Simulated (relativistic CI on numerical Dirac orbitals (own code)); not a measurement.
**Hyperfine structure of Au75+, mass number 197**

Calculated at this level of theory: Dirac-Coulomb-Breit CI, orbitals from a KLI potential per configuration, model QED, unscaled Slater integrals (own radial code, finite nucleus).

Configurations in the expansion (outside the closed core 1s2): 2s2, 2s 2p, 2p2, 2p 3s, 2p 3p, 2s 3s, 2s 3p, 2s 3d, 2s 4s, 2s 4p, 2s 4d, 2s 4f, 3s2, 3s 3p, 3p2. Levels of other configurations are missing.

Nuclear spin I = 3/2, μ = 0.1452 μN, Q = 0.547 b (tables of Stone and Pyykkö). The electronic factors are computed for point nuclear moments, without core polarisation or the Bohr-Weisskopf and QED corrections.

```json
{"Level": "2s 2p 3P°_1", "E (Ry)": "16.999", "A (GHz)": "2121", "B (GHz)": "-69.4"}
{"Level": "2s 2p 3P°_2", "E (Ry)": "161.274", "A (GHz)": "879.9", "B (GHz)": "1180"}
{"Level": "2s 2p 1P°_1", "E (Ry)": "168.568", "A (GHz)": "-666.2", "B (GHz)": "660"}
{"Level": "2p2 3P_1", "E (Ry)": "183.423", "A (GHz)": "-131.9", "B (GHz)": "590"}
{"Level": "2p2 1D_2", "E (Ry)": "184.756", "A (GHz)": "338.6", "B (GHz)": "1130"}
{"Level": "2p2 3P_2", "E (Ry)": "331.425", "A (GHz)": "104.4", "B (GHz)": "48.9"}
{"Level": "2s 3s 3S_1", "E (Ry)": "940.830", "A (GHz)": "2081", "B (GHz)": "-0.619"}
{"Level": "2s 3p 3P°_1", "E (Ry)": "947.459", "A (GHz)": "1766", "B (GHz)": "-0.315"}
```

Levels with J = 0, under 50 % of one LS term, or S terms without an open s electron are left out. Small factors come from cancelling terms and can be off by tens of per cent or more.

At this charge energies of transitions that change n are usually good to better than 1 %, and those within a shell (Δn = 0) to a few per cent.

Question: Give the hyperfine levels of 2s 2p 3P°_1 relative to its centre of gravity.

Answer: With K = F(F + 1) − I(I + 1) − J(J + 1), E = AK/2 + B[¾K(K + 1) − I(I + 1)J(J + 1)]/[2I(2I − 1)J(2J − 1)]: F = 1/2: -5389, F = 3/2: -2051, F = 5/2: 3164 GHz.

LS names give the leading component of a level, which can be under half, so a name can repeat, a term be missing and a line seem to break the LS rules.
